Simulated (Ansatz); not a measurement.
The same path of CH₆BO₂ (10 atoms, charge 1, multiplicity 1) was run twice with different band settings. The coordinate that changes most is the dihedral O4–B2–O3–H8.

Method: RKS PBE-D4/def2-SVP in Ansatz 0.2.0.

Relaxed end points:

```xyz
10
Properties=species:S:1:pos:R:3
C -0.336 0.134 -1.192
B -0.006 -0.297 0.254
O -0.074 -1.412 0.969
O 0.565 0.771 1.162
H 0.592 0.389 -1.750
H -0.990 1.032 -1.224
H -0.846 -0.672 -1.752
H -0.423 -2.214 0.535
H 0.802 0.565 2.097
H 0.715 1.705 0.901
```

```xyz
10
Properties=species:S:1:pos:R:3
C -0.339 0.232 -1.269
B -0.059 -0.377 0.121
O -0.183 -1.629 0.519
O 0.459 0.631 1.159
H 0.604 0.274 -1.859
H -0.767 1.255 -1.252
H -1.033 -0.428 -1.827
H 0.036 -1.986 1.399
H 0.717 0.449 2.091
H 0.565 1.579 0.918
```

Common settings: movable images 7; climbing image yes; optimiser quadratic models (default); start path through a guess of the saddle point; force threshold 0.05 eV/Å; iteration limit 60; end points relaxed.

| run | spring |
| --- | --- |
| 1 | 5.0 eV/Å² |
| 2 | 20.0 eV/Å² |

(1) What does each run give, and how far can it be trusted?

## Answers

(1) Run 1: converged after 14 iterations, highest image 0.445 eV above the first end. A vibrational analysis at the climbing image gives one clearly imaginary mode, 569i cm⁻¹: a first-order saddle point.
Run 2: converged after 16 iterations, highest image 0.445 eV above the first end. Another band between the same ends (7 images) ends at a top of the same energy, where a vibrational analysis finds 1 clearly imaginary mode.
Limits of this set-up: the dipole of an ion depends on the origin.
